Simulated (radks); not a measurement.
Q: Excited configurations of the caesium ion Cs45+: one electron is placed in a higher orbital outside [He] 2s2 2p5. The ground configuration is [Ne]. All-electron calculation, Dirac Kohn-Sham, LDA (Slater exchange, Perdew-Wang correlation), spin-unpolarised, spherical densities, point nucleus; open shells fill j = l - 1/2 first. Program: a radial shooting solver on a logarithmic mesh with Libxc functionals. Excitation = E - E(ground); binding = E(ion) - E, where the ion is the core of charge +46; n* = 46/sqrt(2 binding) in atomic units. These energies are relativistic, and a one-electron ion of charge +46 with no core already has n* below n in this formula (Dirac formula, point nucleus: 3d3/2 2.986, 4f5/2 3.992, 5p1/2 4.951, 6p1/2 5.949, 7s1/2 6.948). The quantum defect is therefore taken as that value minus n*, so that it holds no relativistic shift of the bare ion.

| outer orbital | excitation (eV) | binding (eV) | n* | quantum defect | eigenvalue (eV) | <r> (bohr) |
|---|---|---|---|---|---|---|
| 4f5/2 | 6192.9 | 1806.9 | 3.992 | 0.000 | -1781.5 | 0.3867 |
| 5p1/2 | 6779.9 | 1219.8 | 4.858 | 0.092 | -1207.3 | 0.7472 |
| 6p1/2 | 7160.3 | 839.45 | 5.856 | 0.093 | -831.14 | 1.096 |
| 7s1/2 | 7380.3 | 619.46 | 6.817 | 0.131 | -613.58 | 1.515 |

Estimate the row for 3d3/2.

A: excitation (eV) 4702.8; binding (eV) 3296.9; n* 2.955; quantum defect 0.031; eigenvalue (eV) -3246.0; <r> (bohr) 0.2179. The Delta-SCF ionisation energy is 7999.7 eV (NIST Atomic Spectra Database: 7989 eV, theoretical). Self-interaction in the functional shifts the binding energies and quantum defects, so they are the method's values and not measured ones. Spin polarisation and multiplet splitting are left out, so open shells lie too high by an amount that depends on their filling.

Beside tabulated values, note that spin-unpolarised runs miss the spin-polarisation part of the exchange energy of open shells.
